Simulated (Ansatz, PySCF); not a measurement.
Noncovalent pair: H4Sn (SMILES [SnH4]) (first 5 atoms) with HF (SMILES F); geometry from B3LYP-D3(BJ)/def2-TZVP, rigid monomers moved along the line of their centres of mass till H3···H7 is 1.95 Å.
(charge 0, multiplicity 1):
```xyz
7

Sn     0.149     0.271     0.137
H     -1.491     0.318    -0.320
H      0.345    -0.963     1.325
H      1.139    -0.150    -1.186
H      0.643     1.752     0.818
F     -1.112    -0.762     3.778
H     -0.576    -0.968     3.043
```

Monomers are frozen at their geometry in the pair; levels with a basis set take the counterpoise correction. Rows marked so take none.

Rows in 3-21G, STO-3G carry no dispersion term and start afresh at each structure; the Pople sets are all-electron and without relativity.

The values were computed with Ansatz (Gaussian basis) for Hartree–Fock, density functionals and correlated methods; PySCF for 3-21G rows, STO-3G rows, the dispersion terms.  In def2 rows elements past Kr take small-core potentials, without spin–orbit coupling.

One of these levels gives 0.17 kcal/mol for the interaction energy. Which one is it?
A) HF/STO-3G (no counterpoise)
B) HF/3-21G (no counterpoise)
C) PBE-D4/def2-TZVPPD
D) HF/def2-SVPD

A, HF/STO-3G (no counterpoise). The others give -2.16 (HF/3-21G (no counterpoise)), -0.85 (HF/def2-SVPD), -2.59 (PBE-D4/def2-TZVPPD)

Ansatz is a program for electronic structure.
